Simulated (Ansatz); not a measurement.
Ansatz (an electronic-structure program) input for Sn(H)(NMe2) (C₂H₇NSn), SMILES C[N](C)[SnH] (connectivity only; charge and spin as stated), neutral, multiplicity 1, B3LYP-D3(BJ)/def2-SVP. 

Ansatz 0.2 input:
```yaml
crystal:
  periodic: [false, false, false]
  atoms:
    - {symbol: Sn, position_ang: [-0.69975989, 0.17077621, 0.50802784]}
    - {symbol: H, position_ang: [-1.48718132, 1.13715487, -0.79797370]}
    - {symbol: N, position_ang: [0.92247910, -0.23204191, -0.65685243]}
    - {symbol: C, position_ang: [2.00941163, -1.03206545, -0.13775795]}
    - {symbol: C, position_ang: [1.20394138, 0.17346956, -2.01265513]}
    - {symbol: H, position_ang: [2.15751401, -1.92866865, -0.74829009]}
    - {symbol: H, position_ang: [2.94526947, -0.46360576, -0.13968836]}
    - {symbol: H, position_ang: [1.79805912, -1.34372958, 0.88650776]}
    - {symbol: H, position_ang: [2.12201595, 0.76770864, -2.05516654]}
    - {symbol: H, position_ang: [1.33700689, -0.70106300, -2.65725627]}
    - {symbol: H, position_ang: [0.37783857, 0.76926138, -2.38907967]}
basis:
  gaussian:
    orbitals: def2-SVP
hamiltonian:
  xc: b3lyp
  dispersion: d3bj
relax: {f_tol: 0.002, max_steps: 200}
```

Log of the run:

```
WARN ansatz: RAYON_NUM_THREADS=1 ignored (pool sized by the plan → 1); use --threads N
Functional definition: B3LYP
integrals: 0.07 GiB planned
1255 factors; integrals over basis functions are off by at most 2.8e-4 eV
mean field: 0.44 GiB planned
mean field evaluation 1: about -9498.9399 eV, gradient 6.0e1 eV
mean field evaluation 2: about -9448.2954 eV, gradient 1.4e2 eV
mean field evaluation 4: about -9508.3178 eV, gradient 8.4e0 eV
mean field evaluation 8: about -9508.4952 eV, gradient 6.7e-1 eV
mean field evaluation 16: about -9508.4964 eV, gradient 4.8e-5 eV
mean field -9508.49640168 eV, -349.4307976716 hartree, gradient 4.8e-5 eV, S^2 0.000000; 0 other end points of the search recorded, 0 dependent functions left out
the calculation of the forces begins
reference -9508.49663894 eV, -349.4308063906 hartree; 24, 24 occupied and 79, 79 virtual orbitals, 1255 factors
relax step   1: F+E_penalty+E_count = -9508.93226384 eV  Δ(F+E_penalty+E_count) = +0.000e0 eV  max|allowed force component| = 4.669e-1 eV/Å  Δτ_max = 0.0000 Å  (28 SCF iters, accepted)
these checks for a lower state are left out or cut short: starts, cluster_reference, orbital_swaps, neighbouring_geometries, increment
integrals: 0.07 GiB planned
1255 factors; integrals over basis functions are off by at most 2.9e-4 eV
mean field: 0.44 GiB planned
mean field -9508.53941765 eV, -349.4323784793 hartree, gradient 1.7e-5 eV, S^2 0.000000; 0 other end points of the search recorded, 0 dependent functions left out
the calculation of the forces begins
reference -9508.53965548 eV, -349.4323872192 hartree; 24, 24 occupied and 79, 79 virtual orbitals, 1255 factors
relax step   2: F+E_penalty+E_count = -9508.97178576 eV  Δ(F+E_penalty+E_count) = -3.952e-2 eV  max|allowed force component| = 2.125e-1 eV/Å  Δτ_max = 0.0455 Å  (30 SCF iters, accepted)
these checks for a lower state are left out or cut short: starts, cluster_reference, orbital_swaps, neighbouring_geometries, increment
integrals: 0.07 GiB planned
1255 factors; integrals over basis functions are off by at most 3.0e-4 eV
mean field: 0.44 GiB planned
mean field evaluation 32: about -9508.5423 eV, gradient 1.3e-5 eV
mean field -9508.54230560 eV, -349.4324846092 hartree, gradient 1.3e-5 eV, S^2 0.000000; 0 other end points of the search recorded, 0 dependent functions left out
the calculation of the forces begins
reference -9508.54254387 eV, -349.4324933656 hartree; 24, 24 occupied and 79, 79 virtual orbitals, 1255 factors
relax step   3: F+E_penalty+E_count = -9508.97357535 eV  Δ(F+E_penalty+E_count) = -1.790e-3 eV  max|allowed force component| = 7.158e-2 eV/Å  Δτ_max = 0.0262 Å  (30 SCF iters, accepted)
these checks for a lower state are left out or cut short: starts, cluster_reference, orbital_swaps, neighbouring_geometries, increment
integrals: 0.07 GiB planned
1255 factors; integrals over basis functions are off by at most 3.0e-4 eV
mean field: 0.44 GiB planned
mean field -9508.54271652 eV, -349.4324997105 hartree, gradient 2.4e-5 eV, S^2 0.000000; 0 other end points of the search recorded, 0 dependent functions left out
the calculation of the forces begins
reference -9508.54295452 eV, -349.4325084566 hartree; 24, 24 occupied and 79, 79 virtual orbitals, 1255 factors
relax step   4: F+E_penalty+E_count = -9508.97436579 eV  Δ(F+E_penalty+E_count) = -7.904e-4 eV  max|allowed force component| = 3.914e-2 eV/Å  Δτ_max = 0.0245 Å  (22 SCF iters, accepted)
these checks for a lower state are left out or cut short: starts, cluster_reference, orbital_swaps, neighbouring_geometries, increment
integrals: 0.07 GiB planned
1255 factors; integrals over basis functions are off by at most 3.0e-4 eV
mean field: 0.44 GiB planned
mean field -9508.54264600 eV, -349.4324971188 hartree, gradient 2.2e-5 eV, S^2 0.000000; 0 other end points of the search recorded, 0 dependent functions left out
the calculation of the forces begins
reference -9508.54288397 eV, -349.4325058639 hartree; 24, 24 occupied and 79, 79 virtual orbitals, 1255 factors
relax step   5: F+E_penalty+E_count = -9508.97443344 eV  Δ(F+E_penalty+E_count) = -6.764e-5 eV  max|allowed force component| = 3.642e-2 eV/Å  Δτ_max = 0.0043 Å  (23 SCF iters, accepted)
these checks for a lower state are left out or cut short: starts, cluster_reference, orbital_swaps, neighbouring_geometries, increment
integrals: 0.07 GiB planned
1255 factors; integrals over basis functions are off by at most 3.0e-4 eV
mean field: 0.44 GiB planned
mean field -9508.54272943 eV, -349.4325001850 hartree, gradient 6.0e-5 eV, S^2 0.000000; 0 other end points of the search recorded, 0 dependent functions left out
the calculation of the forces begins
reference -9508.54296741 eV, -349.4325089304 hartree; 24, 24 occupied and 79, 79 virtual orbitals, 1255 factors
relax step   6: F+E_penalty+E_count = -9508.97446138 eV  Δ(F+E_penalty+E_count) = -2.794e-5 eV  max|allowed force component| = 1.995e-3 eV/Å  Δτ_max = 0.0009 Å  (20 SCF iters, accepted)
integrals: 0.07 GiB planned
1255 factors; integrals over basis functions are off by at most 3.0e-4 eV
mean field: 0.44 GiB planned
mean field evaluation 64: about -9508.5427 eV, gradient 4.0e-4 eV
mean field -9508.54272943 eV, -349.4325001850 hartree, gradient 6.0e-5 eV, S^2 0.000000; 1 other end points of the search recorded, 0 dependent functions left out
the calculation of the forces begins
reference -9508.54296741 eV, -349.4325089304 hartree; 24, 24 occupied and 79, 79 virtual orbitals, 1255 factors
Total energy: -9508.97469935 eV, -349.4483747867 hartree
Atom 0 at    -0.723551     0.183991     0.500369 Å, force    -0.000783    -0.000249     0.000977 eV/Å
Atom 1 at    -1.462714     1.133245    -0.836446 Å, force    -0.000133     0.000317    -0.000451 eV/Å
Atom 2 at     0.937889    -0.241766    -0.649687 Å, force     0.001076     0.000568    -0.000248 eV/Å
Atom 3 at     2.020162    -1.045105    -0.118882 Å, force    -0.001191    -0.000768     0.001995 eV/Å
Atom 4 at     1.179722     0.187607    -2.011206 Å, force    -0.001761     0.000769    -0.000715 eV/Å
Atom 5 at     2.184465    -1.961230    -0.722008 Å, force     0.000460    -0.000045    -0.000298 eV/Å
Atom 6 at     2.980072    -0.489584    -0.116770 Å, force     0.000340     0.000075    -0.000398 eV/Å
Atom 7 at     1.810335    -1.357354     0.916164 Å, force     0.000485     0.000199    -0.001104 eV/Å
Atom 8 at     2.106466     0.792809    -2.086801 Å, force     0.000405    -0.000012     0.000109 eV/Å
Atom 9 at     1.311260    -0.678459    -2.691993 Å, force     0.000163    -0.000192    -0.000093 eV/Å
Atom 10 at     0.342490     0.793041    -2.382924 Å, force     0.000938    -0.000663     0.000225 eV/Å
Dipole moment:     0.191854    -0.094625    -0.021870 e Å
```

The calculation finished and met its thresholds.

Cost: roughly 50 core-seconds.
